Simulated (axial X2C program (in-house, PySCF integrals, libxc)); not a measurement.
Results of a calculation; reference values are marked as such.
# CaI⁻: input and output

Program: an in-house all-electron X2C program for linear molecules (integrals from PySCF).

Input:
```json
{"zs": [53, 20], "q": -1, "bas": ["dyall-acv3z", "dyall-acv3z"], "levels": ["PBE0", "HF", "LDA"], "cc": true, "r0": 3.04, "thr": -1.0, "nmax": 90, "npts": 10, "nst": 2, "ntry": 6}
```
```bash
python so2c.py task.json out
```

Keys: zs atomic numbers; q charge; bas basis sets; levels methods; cc coupled cluster on or off; r0 starting distance in Å; thr threshold in hartree for freezing inner shells (an s shell follows its p shell); nmax most natural virtual spinors; npts points on the curve; nst determinants followed; ntry starts of the search. HF also brings MP2.

Output of the HF step, 2c, at R = 3.012 Å for the state Ω = 0. It starts from PBE0 orbitals of this distance.

```
two-component X2C + atomic mean field  HF
basis functions 261  fitting functions 1073  grid points 5805
iter        total energy     max residual
   1      -7789.377614052     4.10e-01
   2      -7789.402377224     6.87e-03
   3      -7789.403049364     9.95e-03
   4      -7789.403143028     1.85e-03
   5      -7789.403158818     8.68e-04
   6      -7789.403161258     3.82e-04
   7      -7789.403161490     5.49e-05
   8      -7789.403161522     3.12e-05
   9      -7789.403161525     6.39e-06
  10      -7789.403161525     1.41e-06
converged
one-electron -11059.86538130  Coulomb 3304.59116889  exact exchange -215.89556524  xc functional 0.00000000  nuclear repulsion 186.23102376  atomic mean-field constant -4.46440764
correlated 10  virtual 362  natural virtual 90  E(MP2) -0.178575428  MP2 remainder -0.008237695
iter   CCSD correlation   residual
   1     -0.185912066   1.53e-01
   2     -0.193275640   7.19e-02
   3     -0.193597891   2.56e-02
   4     -0.193644042   9.29e-03
   5     -0.193652010   2.67e-03
   6     -0.193649460   9.39e-04
   7     -0.193652895   3.53e-04
   8     -0.193654914   1.28e-04
   9     -0.193654178   4.11e-05
  10     -0.193654057   1.44e-05
  11     -0.193653942   4.84e-06
  12     -0.193653936   2.20e-06
(T) -0.007771929  T1 0.0241  D1 0.0509  max T2 0.173
```
Energies are in hartree; totals compare only within one Hamiltonian and basis. T1 in the output is the amplitude norm over the root of the electron number; divide by √2 for the Lee–Taylor value.
